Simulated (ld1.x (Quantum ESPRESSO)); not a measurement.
## What the settings do to the TM potential of rhenium

Base potential:

| Quantity | Value |
| --- | --- |
| Element | rhenium (Re) |
| Generator | ld1.x (Quantum ESPRESSO) 7.5 |
| Type | norm-conserving Troullier–Martins (Kleinman–Bylander form) |
| Functional | Wu–Cohen |
| Relativity | scalar-relativistic |
| Frozen core | [Xe] 4f14 |
| Valence charge | 7 |
| Reference configuration | 5d4 6s0 6p0 (charge +3) |
| Partial waves | 6p (bound, empty): rc 2.55 bohr; 5d (bound): rc 2.25 bohr; 6s (bound, empty): rc 1.85 bohr |
| Local potential | the s channel |
| Core correction | a·sin(br)/r model core inside 1.45 bohr |

All-electron outer shells of the reference configuration (Wu–Cohen, scalar-relativistic, ld1.x):

```json
{"shell": "4f", "level (eV)": "-72.31", "outermost node (bohr)": "–", "outermost maximum (bohr)": "0.41"}
{"shell": "5d", "level (eV)": "-33.09", "outermost node (bohr)": "0.62", "outermost maximum (bohr)": "1.38"}
{"shell": "6s", "level (eV)": "-29.33", "outermost node (bohr)": "1.22", "outermost maximum (bohr)": "2.27"}
{"shell": "6p", "level (eV)": "-21.30", "outermost node (bohr)": "1.43", "outermost maximum (bohr)": "2.77"}
```

Cutoffs, loose and tight: the cutoffs (Ry, on a coarse ladder) from which the occupation-weighted sum of valence levels, in a spherical-Bessel basis at the reference potential, stays within 10 and 1 mRy of its value at 400 Ry. They do not see the model core or the augmentation charge, which bear on the density cutoff. Test errors are all-electron minus pseudo excitation energies from the reference, over the configurations 5d5 6s2 6p0; 5d5 6s1 6p0; 5d5 6s0 6p0; 5d5.5 6s1.5 6p0; 5d5 6s1.5 6p0; 5d6 6s1 6p0; 5d3 6s0 6p0. A dash means not determined; rows that change the core or the reference have their own tests.

| change | outcome | cutoff, loose | cutoff, tight | bound ghosts | largest test error (meV) |
| --- | --- | --- | --- | --- | --- |
| base | generated | 35 Ry | 40 Ry | none | -212 |
| core correction a·sin(br)/r model core inside 0.94 bohr | generated | 35 Ry | 40 Ry | none | -214 |
| core correction a·sin(br)/r model core inside 1.18 bohr | generated | 35 Ry | 40 Ry | none | -214 |
| core correction a·sin(br)/r model core inside 1.58 bohr | generated | 35 Ry | 40 Ry | none | -211 |
| core correction a·sin(br)/r model core inside 1.76 bohr | generated | 35 Ry | 40 Ry | none | -208 |
| core correction a·sin(br)/r model core inside 2.08 bohr | generated | 35 Ry | 40 Ry | none | -212 |

(1) What comes out with this change to the base: core correction none?

Results:

(1) outcome: generated; cutoff, loose: 35 Ry; cutoff, tight: 40 Ry; bound ghosts: none; largest test error (meV): +256.
